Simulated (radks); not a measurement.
Results of a calculation; reference values are marked as such.
The praseodymium ion Pr+ inside a hard spherical wall (all orbitals vanish at R), configuration held at [Xe] 4f3 6s1 and not refilled when levels cross. Level of theory: scalar-relativistic Kohn-Sham, PBEsol, spin-unpolarised, spherical densities, finite nucleus; Fermi nuclear charge, rms radius 4.8919 fm (a radial shooting solver on a logarithmic mesh with Libxc functionals). Eigenvalues in eV, with the zero of energy where the potential of the charges vanishes at infinity; a dash marks a level that is unbound or too diffuse for the functional's potential to be trusted. A positive occupied level is held by the wall or, in an anion where self-interaction has pushed it up, behind a barrier. The pressure on the wall is -dE/dV.

| R (bohr) | E (hartree) | kinetic (hartree) | e(5s) | e(5p) | e(6s) | e(5d, empty) | e(4f) | e(6p, empty) | pressure (GPa) |
|---|---|---|---|---|---|---|---|---|---|
| free | -9233.2162 | 9804.709 | -44.922 | -27.342 | -8.082 | -7.356 | -7.078 | -5.171 | 0 |
| 12 | -9233.2162 | 9804.710 | -44.917 | -27.337 | -8.078 | -7.352 | -7.073 | -5.148 | 0.00114 |
| 10 | -9233.2156 | 9804.716 | -44.882 | -27.303 | -8.044 | -7.322 | -7.039 | -5.030 | 0.0185 |
| 7 | -9233.1970 | 9804.835 | -44.410 | -26.850 | -7.314 | -6.862 | -6.564 | -3.487 | 0.977 |
| 6 | -9233.1608 | 9805.011 | -43.889 | -26.360 | -6.118 | -6.254 | -6.017 | -1.414 | 3.82 |
| 3.5 | -9232.0486 | 9809.890 | -37.277 | -19.640 | 18.434 | 4.235 | 1.957 | 31.317 | 342 |
| 3 | -9230.5757 | 9815.969 | -31.377 | -12.908 | 42.021 | 14.227 | 9.060 | 59.148 | 1190 |
| 2.5 | -9226.5844 | 9830.940 | -18.261 | 2.691 | 92.613 | 36.120 | 23.060 | 115.94 | 4860 |
| 2 | -9214.2764 | 9872.672 | 16.780 | 44.321 | 212.40 | 90.254 | 52.405 | 245.06 | 25100 |
